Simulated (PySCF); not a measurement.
Cl6GeSi, SMILES Cl[Si](Cl)(Cl)[Ge]([Cl])([Cl])[Cl]. Coordinates come from a r2SCAN-D4/def2-SVP optimisation. The structure was generated by enumeration, and PubChem lists no compound with its InChIKey, so it may never have been made. One conformer was computed; it need not be the lowest.

Task: Give the equilibrium geometry at r2SCAN-D4/def2-SVP (PySCF confirms it by a frequency run) as a Z-matrix, and its point group. (The exact figures need the calculation; the answer reports its results.)

Result: Several could match; the one computed here: point group C3v.
```
Ge
Cl 1 2.1493
Cl 1 2.1493 2 108.43
Cl 1 2.1493 2 108.43 3 -117.54
Si 1 2.3771 2 110.49 3 121.23
Cl 5 2.0476 1 108.69 2 -60.00
Cl 5 2.0476 6 110.24 1 119.03
Cl 5 2.0476 6 110.24 7 121.94
```
Charge 0, spin multiplicity 1.
